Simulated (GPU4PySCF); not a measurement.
perylene diimide (C24H10N2O4), SMILES O=C1NC(=O)c2ccc3c4ccc5c6c(ccc(c7ccc1c2c73)c64)C(=O)NC5=O.

Geometry optimised at ωB97M-D3(BJ)/def2-SVP.

Two levels are set side by side: TDA-PBE/def2-SVPD (GPU4PySCF) and TDA-B3LYP/def2-SVPD (GPU4PySCF). Vertical, same geometry. The lowest singlet is HOMO−1→LUMO 100 % with PBE and HOMO→LUMO 94 % with the other functional; states are paired by order. Differences are taken from unrounded values.

```tsv
quantity	TDA-PBE
lowest singlet excitation (eV)	2.21
lowest triplet excitation (TDA) (eV)	1.43
first bright state (f over 0.05) (eV)	2.48
its oscillator strength	0.84
```

### Question
These are the TDA-PBE values. What does TDA-B3LYP give? (An estimate is asked for; the answer gives what the named calculation found.)

### Answer

```tsv
quantity	TDA-B3LYP	TDA-PBE minus TDA-B3LYP
lowest singlet excitation (eV)	2.68	-0.47
lowest triplet excitation (TDA) (eV)	1.55	-0.11
first bright state (f over 0.05) (eV)	2.68	-0.21
its oscillator strength	0.93	-0.09
```

Functionals without exact exchange tend to place singlet excitations lower, as here. Differences between two approximate levels are no errors against the true value.
